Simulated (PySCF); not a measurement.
Compound: C3H8Si.
Structure used (PBE0-D3(BJ)/def2-SVP), in Å, numbered top down from 1:
```
atom  x, y, z in Å
C1     1.562   -1.197    0.455
C2     1.006    0.016    0.510
C3     0.100    0.606   -0.520
Si4   -1.706    0.633    0.055
H5     2.193   -1.570    1.265
H6     1.407   -1.860   -0.403
H7     1.193    0.637    1.396
H8     0.147    0.041   -1.465
H9     0.386    1.648   -0.747
H10   -2.188   -0.760    0.303
H11   -2.568    1.270   -0.990
H12   -1.833    1.417    1.322
```

The closed-shell ground state was solved at several levels (PySCF, density fitting, gas phase, non-relativistic).

```
           level  basis functions  HOMO (eV)  LUMO (eV)  gap (eV)  dipole (D)
 B3LYP/def2-SVPD              148      -7.00      -0.20      6.80        0.54
wB97X-D/pcSseg-2              263      -9.02       1.78     10.80        0.54
```

Problem. What might PBE0/pcSseg-1 (115 basis functions) give for the same quantities?

Solution. HOMO -7.20 eV, LUMO 0.16 eV, gap 7.36 eV, dipole 0.47 D.

Problem. Over all these levels, which gives the widest orbital gap and which the narrowest?

Solution. wB97X-D/pcSseg-2 (range-separated hybrid) has the widest, 10.80 eV, and B3LYP/def2-SVPD (global hybrid, 20 % exact exchange) the narrowest, 6.80 eV. Functional and basis both differ between the two, so the spread mixes both effects.

Problem. How far do the dipole and the HOMO energy spread over the levels?

Solution. The dipole runs from 0.47 to 0.54 D (mean 0.52 D) and the HOMO from -9.02 to -7.00 eV.

One conformer stands for the species.
